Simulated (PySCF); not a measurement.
A GIAO shielding run with PySCF 2.14 (density fitting, non-relativistic, gas phase) on SMILES C([SiH2][SiH2]OC)#N, C$_{2}$H$_{7}$NOSi$_{2}$:

```
$ OMP_NUM_THREADS=1 python probes_run.py task.json out

{"job": {"kind": "nmr", "xc": "PBE0", "basis": "pcSseg-2", "pop": true}, "charge": 0, "multiplicity": 1}
C     -2.671677    -0.144469     0.048553
O     -1.367810     0.370855    -0.018584
Si     0.013111    -0.556534     0.066571
Si     1.765823     0.981213    -0.153739
C      3.346442     0.006972    -0.019467
N      4.299376    -0.648445     0.072697
H     -3.383615     0.690511    -0.028548
H     -2.859286    -0.667641     1.004155
H     -2.879292    -0.848730    -0.778054
H      0.067324    -1.569921    -1.034430
H      0.113752    -1.276995     1.375025
H      1.785057     1.993442     0.939474
H      1.777807     1.654156    -1.483403
```

Hardware: 1 thread of an Arm Neoverse V1, shared host. The job also computes population analyses, field gradients.

Question: How large is the calculation?

Answer: 62 electrons, 328 basis functions and 936 auxiliary functions.

Question: How long does it take, and how much memory does it need?

Answer: 61 s of wall time, with 14 SCF cycles and 5 response iterations; peak memory 1.4 GiB. Times on a shared host scatter by some tens of per cent.

Question: And these other runs on the same molecule and hardware: GIAO shielding at PBE0/6-311+G(2d,p); GIAO shielding at PBE0/6-31G*; GIAO shielding at PBE0/IGLO-III; GIAO shielding at PBE0/aug-cc-pVDZ; GIAO shielding at PBE0/cc-pVDZ; GIAO shielding at PBE0/cc-pVTZ?

Answer: PBE0/6-311+G(2d,p): 220 functions, 28 s; PBE0/6-31G*: 106 functions, 11 s; PBE0/IGLO-III: 298 functions, 45 s; PBE0/aug-cc-pVDZ: 209 functions, 29 s; PBE0/cc-pVDZ: 127 functions, 14 s; PBE0/cc-pVTZ: 286 functions, 46 s.
